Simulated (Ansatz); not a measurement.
Consider the formal exchange of groups at a C–Si bond: `B[SiH](F)CC=N` + BH₃ → `BCC=N` + `B[SiH2]F`.

Isolated molecules relaxed with PBE0-D4/def2-TZVP in Ansatz; ΔE leaves out vibrations. CBS: MP2 limit from def2 TZ/QZ plus the TZ coupled-cluster correction, frozen cores. This one scheme is used for every species. DFT in def2-TZVPP. One conformer a species, not always the lowest.

| level | ΔE (eV) |
| --- | --- |
| PBE0-D4 | -0.09 |
| PBE0 | -0.13 |
| MP2/def2-TZVPP | -0.01 |
| CCSD/def2-TZVPP | -0.05 |
| HF/def2-QZVPP | -0.08 |
| MP2/def2-QZVPP | -0.02 |
| MP2/CBS(def2) | -0.02 |
| CCSD/CBS(def2) | -0.05 |

**Question.** What does CCSD(T)/CBS give? (An estimate is asked.)

**Answer.** The calculation gave: -0.05 eV. The listed levels differ from it by -0.04, -0.08, 0.04, 0.00, -0.03, 0.03, 0.03, 0.00 eV.

Largest T1 diagnostic among the species: 0.012.

In def2-TZVPP, CCSD(T) changes the Hartree–Fock value by +0.04 eV (the triples alone add +0.01 eV) and MP2 by +0.07 eV. The D4 term adds +0.07 eV with B3LYP and +0.04 eV with PBE0; it sums over pairs of atoms, weighted by their polarisabilities, and B3LYP, whose exchange is more repulsive, gets the larger term.

B3LYP here is the variant with VWN-RPA as its local correlation; programs differ in this.
